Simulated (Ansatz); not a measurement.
Harmonic frequencies (cm⁻¹) at PBE0-D4/def2-TZVP from Ansatz: 92, 120, 142, 204, 377, 595, 598, 696, 715, 809, 938, 943, 959, 968, 1031, 1066, 1301, 1400, 1459, 1467, 1814, 2258, 2265, 2272, 3073, 3143, 3192.

Which molecule is it?
A. `CC(=O)O[SiH3]`
B. `C[SiH](O)C=O`
C. `F[SiH]([SiH3])[SiH3]`
D. `C[SiH2]C(=O)O`

A.
